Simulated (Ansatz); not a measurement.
Consider the ligand exchange at the Si–C bond: `C[SiH2][SiH](F)[SiH3]` + HCl → `F[SiH]([SiH3])[SiH2]Cl` + CH₄.

Calculated with Ansatz (gas phase, PBE0-D4/def2-TZVP geometries, no zero-point term in ΔE). CCSD(T)/CBS is the MP2 limit (def2-TZVPP, def2-QZVPP) plus CCSD(T) − MP2 in def2-TZVPP, frozen cores. This one scheme is used for every species. Functionals use def2-TZVPP. Each species was taken in one conformer, which may not be the lowest.

`C[SiH2][SiH](F)[SiH3]`:

Z-matrix (Å, degrees):
```
C
Si 1 1.875
H 1 1.092 2 110.8
H 1 1.092 2 110.5 3 -119.8
H 1 1.092 2 110.7 3 120.2
Si 2 2.346 1 112.2 3 60.2
H 2 1.492 1 110.9 3 -58.7
H 2 1.490 1 110.6 3 -178.0
Si 6 2.345 2 112.6 1 175.9
F 6 1.617 2 109.3 1 54.3
H 6 1.492 2 109.8 1 -62.5
H 9 1.487 6 110.6 2 -58.5
H 9 1.488 6 111.6 2 180.0
H 9 1.489 6 108.0 2 60.3
```

HCl:

```xyz
2

Cl    0.088    0.048   -0.631
H    -0.088   -0.048    0.631
```

`F[SiH]([SiH3])[SiH2]Cl`:

Cartesian coordinates in Å:
```
F -0.504 0.017 2.328
Si 0.100 -0.435 0.902
Si 1.503 1.243 0.056
Si -1.652 -0.873 -0.595
Cl -0.700 -1.319 -2.375
H 0.866 -1.694 1.114
H 2.529 1.611 1.067
H 0.704 2.448 -0.291
H 2.173 0.728 -1.166
H -2.519 0.310 -0.821
H -2.498 -2.034 -0.220
```

CH₄:

Cartesian coordinates in Å:
```
C 0.000 0.000 0.000
H -0.049 0.646 0.876
H -0.818 -0.719 0.033
H 0.951 -0.532 -0.006
H -0.084 0.605 -0.902
```

```tsv
level	ΔE (eV)
PBE-D4	-0.99
PBE0-D4	-1.01
ωB97M-V	-1.03
MP2/def2-TZVPP	-1.04
```

What does CCSD(T)/CBS give? (An estimate is asked.)

Ansatz gave: -1.03 eV. The listed levels differ from it by 0.04, 0.02, 0.00, -0.01 eV.

Largest T1 diagnostic among the species: 0.012.

In def2-TZVPP, CCSD(T) changes the Hartree–Fock value by +0.15 eV (the triples alone add +0.01 eV) and MP2 by +0.09 eV.
